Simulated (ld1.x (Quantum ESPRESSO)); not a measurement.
## neodymium (Nd): excitation energies, all-electron against RRKJ

ld1.x (Quantum ESPRESSO) 7.5 input, shortened:

```
&input
   title='Nd', zed=60., rel=2, dft='PBESOL', iswitch=3,
   config='[Xe] 4f4 5d0 6s2 6p0', rel_dist='average'
 /
 &inputp
   pseudotype=2, tm=.false., lloc=3,
   nlcc=.false.
 /
4
5S  1  0   2.00   0.00  2.15  2.15  0.0
5P  2  1   6.00   0.00  2.45  2.45  0.0
5D  3  2   0.00   0.00  3.05  3.05  0.0
4F  4  3   4.00   0.00  1.75  1.75  0.0
 &test
   configts(1)='4f4 5s2 5p6 5d0 6s2 6p0'
 /
```

Open shells are filled in proportion to 2j + 1 (rel_dist='average').

Occupied shells without a wave of their own: 6s. They enter only through the test configuration that unscreens the potential.

Energies are relative to the spin-unpolarised reference configuration 4f4 5s2 5p6 5d0 6s2 6p0; without spin polarisation the order of configurations can differ from experiment. Not all tests gave a result: 1 of 7 tests not solved or not reliable. Left out of the table: 4f5 5s2 5p6 5d0 6s0 6p0 (pseudo-atom not self-consistent, printed error -1213 eV). The f channel is local and has no spin–orbit splitting in the pseudo-atom.

```json
{"valence configuration": "4f4 5s2 5p6 5d0 6s0 6p0", "charge": "+2", "ΔE all-electron (eV)": "16.508", "error AE − PS (meV)": "+130"}
{"valence configuration": "4f3 5s2 5p6 5d0 6s0 6p0", "charge": "+3", "ΔE all-electron (eV)": "38.938", "error AE − PS (meV)": "+305"}
{"valence configuration": "4f2 5s2 5p6 5d0 6s0 6p0", "charge": "+4", "ΔE all-electron (eV)": "79.033", "error AE − PS (meV)": "+1125"}
{"valence configuration": "4f4 5s2 5p6 5d1 6s0 6p0", "charge": "+1", "ΔE all-electron (eV)": "6.858", "error AE − PS (meV)": "+82"}
```

Task: What are ΔE and the potential's error for 4f4 5s2 5p6 5d0 6s1 6p0?

Result: ΔE = 5.818 eV all-electron; the error (AE − PS) is +48 meV.

Task: What are ΔE and the potential's error for 4f3 5s2 5p6 5d0 6s2 6p0?

Result: ΔE = 8.182 eV all-electron; the error (AE − PS) is +110 meV.

Levels in the configuration 4f3 5s2 5p6 5d0 6s2 6p0:

```json
{"level": "4f j=5/2", "all-electron (eV)": "-15.567", "pseudo (eV)": "-15.002"}
{"level": "4f j=7/2", "all-electron (eV)": "-15.109", "pseudo (eV)": "-15.002"}
{"level": "5s j=1/2", "all-electron (eV)": "-52.003", "pseudo (eV)": "-52.137"}
{"level": "5p j=1/2", "all-electron (eV)": "-35.153", "pseudo (eV)": "-35.281"}
{"level": "5p j=3/2", "all-electron (eV)": "-31.822", "pseudo (eV)": "-31.913"}
{"level": "6s j=1/2", "all-electron (eV)": "-9.724", "pseudo (eV)": "-9.664"}
```

These tests converged, but a pseudo level misses the all-electron one widely, so the file describes the atom poorly there or has found another state: 4f3 5s2 5p6 5d0 6s0 6p0: empty 6p by 2.7 eV (a node warning on the way). ld1.x printed “convergence not achieved” for 6 of the counted tests; their residual had stalled under 1e-8, short of the target of 1e-14. The 6s level has no wave, so the channel is fitted at the deeper level alone: the likely source of the large errors.

A Bessel basis up to 400 Ry misses an occupied level by 0.05 Ry, so cutoffs and ghosts were not judged.
